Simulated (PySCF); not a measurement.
# Dipole moment and polarisability of `CN([SiH3])[SiH2][SiH3]`

Species: CH11NSi3.
Numbering: `[CH3:1][N:2]([SiH3:3])[SiH2:4][SiH3:5]` (hydrogens: H6, H7, H8 on C1; H9, H10, H11 on Si3; H12, H13 on Si4; H14, H15, H16 on Si5)

Cartesian coordinates in Å at the GFN2-xTB level; atoms count from 1:
```xyz
16
CH11NSi3 angstrom
C     -1.551   -0.683   -0.558
N     -0.809    0.320    0.174
Si    -0.890    1.932   -0.453
Si     0.427   -0.285    1.246
Si     2.252   -1.102    0.087
H     -2.493   -0.269   -0.918
H     -0.992   -1.053   -1.424
H     -1.775   -1.533    0.088
H     -0.258    2.021   -1.778
H     -0.193    2.782    0.504
H     -2.310    2.273   -0.572
H      0.728    0.842    2.133
H     -0.268   -1.310    2.047
H      1.927   -2.209   -0.824
H      3.285   -1.623    0.988
H      2.913   -0.095   -0.753
```

Level: CAM-B3LYP/def2-SVPD (PySCF), static field, nuclei fixed, core orbitals frozen in the response. The polarisability tensor in these axes (au):

```
x   108.52  -8.93   1.28
y    -8.93 102.11  -1.21
z     1.28  -1.21  95.36
```

Diagonalise the tensor; give its mean and Δα, where Δα² is half the sum of the squared differences of the eigenvalues.

Principal values 95.12, 95.91 and 114.96 au; mean 102.00 au = 15.11 Å³ = 16.82 × 10⁻⁴⁰ C²·m²/J; Δα = 19.46 au (19 % of the mean).

What is the dipole moment, and where does it point?

(-0.43, -0.32, -0.25) D, 0.59 D in size, pointing from the negative to the positive side. Measured along this direction, the outermost atoms are H15 and H12 at the negative end and H6 at the positive end.

Estimate the molar refractivity from the static electronic polarisability.

Lorentz–Lorenz: R = (4π/3)N_A α = 2.5225 cm³/(mol·Å³) × 15.11 Å³ = 38.1 cm³/mol, in the limit of long wavelengths.

Find the Langevin capture rate constant for O2+ (31.990 u) meeting this molecule (121.020 u), k = 2.342 × 10⁻⁹ cm³/s × √(α in Å³ / reduced mass in u).

The reduced mass is 25.30 u, so k = 1.81 × 10⁻⁹ cm³/s. The formula leaves out the permanent dipole, which adds to the capture rate.

In a dilute gas of rigid molecules at 250 K, how does the orientational term μ²/3kT compare with the electronic polarisability?

In Gaussian units μ²/3kT = 3.41 Å³ against 15.11 Å³, a ratio of 0.23; the Debye molar polarisation (4π/3)N_A(α + μ²/3kT) is 46.7 cm³/mol, leaving out the vibrational part.

Isolated species at its GFN2-xTB geometry (one conformer only).

The run behind these numbers computed excited states as well. The run took 63 s wall on Arm Neoverse N1, one thread, shared host with 64 logical CPUs at a one-minute load of 58, and the process peaked at 0.92 GiB of memory.
